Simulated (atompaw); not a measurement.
**Before and after: PAW (atompaw) potential for europium (Eu)**

* Element: europium
* Generator: atompaw 4.2.0.5
* Type: PAW
* Functional: LDA (PW92)
* Relativity: scalar-relativistic
* Frozen core: [Kr] 4d10 4f6
* Valence charge: 11
* Reference configuration: 5s2 5p6 5d1 6s2 6p0
* Partial waves: 5s (bound); 6s (bound); 5p (bound); 6p (bound, empty); 5d (bound); 5d channel at 0.1 Ry
* Local potential: bessel scheme, radius 2.80 bohr
* Core correction: smooth core density matched at 2.10 bohr
* Augmentation charge: besselshape compensation charge, radius 2.65 bohr; PAW radius 2.90 bohr; waves and projectors: bloechl

Change: core [Kr] 4d10, valence charge 17; reference 4f7 5s2 5p6 5d0 6s0.5 6p0; waves now 5s (bound); 6s (bound); 5p (bound); 6p (bound); 5d (bound); 5d channel at 0.6 Ry; 4f (bound); 4f channel at -0.5 Ry; local potential bessel scheme, radius 2.00 bohr; core correction smooth core density matched at 2.00 bohr; augmentation besselshape compensation charge, radius 2.55 bohr; PAW radius 3.00 bohr; waves and projectors: bloechl.

Cutoffs: the cutoffs (Ry, on a coarse ladder) from which the occupation-weighted sum of valence levels, in a spherical-Bessel basis at the reference potential, stays within 10 and 1 mRy of its value at 400 Ry; they do not see the model core or the augmentation charge, which bear on the density cutoff.

Task: What does the change do?

Result: The potential gets harder (21 Ry and 25 Ry → 25 Ry and 35 Ry); neither file shows a bound ghost. The added semicore shells are compact, so their waves need more plane waves. Several settings change at once here, so the effects cannot be laid on one of them.

```json
{"quantity": "cutoff, loose", "base": "21 Ry", "changed": "25 Ry"}
{"quantity": "cutoff, tight", "base": "25 Ry", "changed": "35 Ry"}
{"quantity": "bound ghosts", "base": "none", "changed": "none"}
{"quantity": "lowest overlap eigenvalue by channel", "base": "s 0.44, p 0.63, d 0.01", "changed": "s 0.49, p 0.70, d 0.96, f 1.00"}
```

 The cutoffs see the waves, projectors and local potential, not the compensation charge or the core.
